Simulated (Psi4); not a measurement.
A dimer, O2S ··· H6Si2 (SMILES O=S=O and [SiH3][SiH3]); the first 3 atoms form monomer A.

```
11

O     -1.2386    -0.2444     0.0000
S     -0.0002     0.4877     0.0000
O      1.2388    -0.2434     0.0000
Si    -0.6492    -2.2212    -1.9992
Si     0.2057    -0.2351    -2.9049
H     -0.4391    -3.3481    -2.9404
H     -2.1033    -2.0846    -1.7404
H      0.0320    -2.5385    -0.7204
H     -0.0084     0.8927    -1.9656
H      1.6607    -0.3702    -3.1595
H     -0.4724     0.0798    -4.1860
```

**Question.** What interaction energy does Psi4 with SAPT0/jun-cc-pVDZ, frozen core give, and which attractive term is the largest?

**Answer.** Total 10.03 kcal/mol: electrostatics -21.60, exchange 57.14, induction -14.74, dispersion -10.77. The most attractive term is electrostatics.
